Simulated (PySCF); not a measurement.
Compound: C2H3F2GeN.
Atom-mapped SMILES: `[CH:1]#[C:2][Ge:3]([NH2:4])([F:5])[F:6]` (hydrogens: H7 on C1; H8, H9 on N4)

Computed by this run: PBE0-D3(BJ)/def2-SVP geometry optimisation, gas phase in PySCF 2.14.0; density fitting, grid level 1; the optimiser is geomeTRIC in internal coordinates, started from a GFN2-xTB structure with every atom displaced at random (about 0.01 Å).

Step 0: E = -65534.8084 eV
```
atom  x, y, z in Å  |  force x, y, z in eV/Å
C1      2.3068    1.2211    0.1187   -0.380  -0.059  -0.043
C2      1.2982    0.5536    0.1691   -0.871  -0.580   0.052
Ge3    -0.2506   -0.5479    0.3031    1.487  -0.375   1.269
N4     -1.5845   -0.1696   -0.7551   -1.884   0.039  -0.748
F5      0.1665   -2.1921   -0.0281   -0.015   0.140  -0.022
F6     -0.6751   -0.6318    1.9973    0.094   0.126  -0.449
H7      3.1549    1.8522    0.0565    0.644   0.353  -0.017
H8     -2.0036    0.7582   -0.7165    0.250  -0.032  -0.012
H9     -2.3548   -0.8608   -0.7515    0.674   0.388  -0.030
```

**Question.** Estimate the geometry and energy of step 1. (The exact step hangs on the optimiser's Hessian estimate; all steps are aligned on step 0, rigid shifts and turns removed.)

**Answer.** E = -65534.8647 eV, largest force 1.130 eV/Å
```
atom  x, y, z in Å  |  force x, y, z in eV/Å
C1      2.2066    1.2435    0.0907    0.263   0.210  -0.035
C2      1.2591    0.4898    0.1453   -0.043  -0.182   0.079
Ge3    -0.2144   -0.6508    0.3402   -0.427   0.521  -0.907
N4     -1.5578   -0.1567   -0.7720    0.348  -0.334   0.301
F5      0.1712   -2.2908    0.0240    0.048  -0.171  -0.020
F6     -0.6488   -0.6263    1.9954   -0.146  -0.103   0.587
H7      3.0523    1.9109    0.0435   -0.071  -0.045  -0.019
H8     -1.8296    0.8170   -0.6903   -0.020   0.084  -0.018
H9     -2.3809   -0.7539   -0.7835    0.049   0.020   0.033
```

The energy changes by -0.0563 eV. The first-order estimate −F·Δx gives -0.2202 eV and the mean of the old and new forces, exact on a quadratic surface, -0.0621 eV. The step makes an angle of 78° with the force vector and moves no atom by more than 0.186 Å.

What follows is the cost of the whole optimisation. On Arm Neoverse N1, one thread, no GPU, on a shared host, this took 2.1 min of wall time and 0.48 GiB of memory at its peak.
